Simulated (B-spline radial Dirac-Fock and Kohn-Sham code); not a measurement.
**Tm: scattering cross sections and density moments**

System: atomic thulium in the configuration [Xe] 4f13 6s1 6p1 (not the ground configuration).

These are calculated numbers from a B-spline atomic structure program; the model is Dirac-Fock densities.

```
Sum of ⟨r⟩                          : 45.74 bohr
Sum of ⟨r²⟩                         : 94.73 bohr²
Sum of ⟨1/r⟩                        : 487.75 per bohr
Langevin diamagnetic susceptibility : -75.0 × 10⁻⁶ cm³/mol
Lamb shielding (α²/3)Σ⟨1/r⟩         : 8658 ppm
```

Coherent scattering is the Thomson cross section weighted by f₀², without anomalous dispersion; incoherent scattering is Klein-Nishina weighted by S. The Lamb formula is the non-relativistic shielding expression. Electron correlation is left out.

```
hν (keV)  coherent (b)  incoherent (b)  incoherent per electron (b)
       1          3010           1.382                       0.0200
       2          2750           3.204                       0.0464
       5          1959           8.248                        0.120
  8.0478          1390           12.19                        0.177
      30         307.3           25.39                        0.368
      50         142.1           28.66                        0.415
     100         45.74           29.43                        0.426
    1000        0.6151           14.46                        0.210
```

Incoherent scattering overtakes coherent scattering between 100 and 1000 keV.
